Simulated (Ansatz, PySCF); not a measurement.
H3O4Si, SMILES O[Si]([O])(O)O (connectivity only; charge and spin as stated), charge -1, multiplicity 1.

Coordinates come from a B3LYP-D3(BJ)/def2-SVPD optimisation. The spin state was assumed, not searched. The isomer is the one that the SMILES or the coordinates give; other isomers of the formula were not compared. Other conformers were not sampled.

Estimates of the vertical detachment energy (IE) of the anion in eV. Rows of orbital energies are one-electron estimates, which approximate functionals can put far too low.

| level | IE |
|---|---|
| −ε(HOMO), −ε(LUMO), B3LYP/def2-SVPD (PySCF) | 1.81 |
| −ε(HOMO), −ε(LUMO), PBE/def2-SVPD (PySCF) | 0.56 |
| ΔSCF, CAM-B3LYP/def2-SVPD (Ansatz), final states of multiplicity 2 | 4.48 |
| ΔSCF, PBE/def2-SVPD (Ansatz), final states of multiplicity 2 | 4.19 |

Problem. What vertical singlet–triplet gap does ΔSCF give with CAM-B3LYP/def2-SVPD (Ansatz, a first-principles code) and with PBE/def2-SVPD (Ansatz)? (The exact figures need the calculation; the answer reports its results.)

Solution. 5.17 and 4.69 eV (triplet above singlet where positive).
